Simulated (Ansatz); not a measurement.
Reactions of H6S2Si2 (`[SiH3]SS[SiH3]`).

Computed with Ansatz on PBE0-D4/def2-TZVP structures; ΔE is electronic, products minus reactants. CCSD(T)/CBS adds triple-zeta CCSD(T) − MP2 to the extrapolated MP2 energy (def2 sets, frozen cores). This one scheme is used for every species, atoms too. DFT in def2-TZVPP. Open shells (•) are unrestricted, without spin–orbit coupling. Spin–orbit coupling would lower the free atoms: a little for S, Si. Each species was taken in one conformer, which may not be the lowest.

| reaction | ωB97M-V (kcal/mol) |
| --- | --- |
| `[SiH3]SS[SiH3]` → `[SiH3]SS` + `[SiH2]` | 69.3 |
| `[SiH3]SS[SiH3]` → 6 H• + 2 S• + 2 Si• | 695.2 |
| `[SiH3]SS[SiH3]` + `O[Si]S` → `[SiH3]O[Si]S` + `[SiH3]SS` | -9.4 |
| `[SiH3]SS[SiH3]` + `[OH][AlH][SiH3]` → `[SiH3][O][AlH][SiH3]` + `[SiH3]SS` | -11.3 |
| `[SiH3]SS[SiH3]` → `[SiH3]S[SiH2]S` | -25.1 |
| `[SiH3]SS[SiH3]` + `O[SiH2]N[SiH3]` → `[SiH3]N[SiH2]O[SiH3]` + `[SiH3]SS` | -10.8 |
| `[SiH3]SS[SiH3]` + `CNB[SiH3]` → `CN([SiH3])B[SiH3]` + `[SiH3]SS` | 7.6 |

**Question.** Give the CCSD(T)/CBS values in the same order. (Estimate.)

**Answer.** Ansatz gave: 71.1, 692.6, -9.3, -11.0, -25.1, -10.5, 7.8 kcal/mol.

Largest T1 diagnostic: 0.015, for `O[Si]S`.
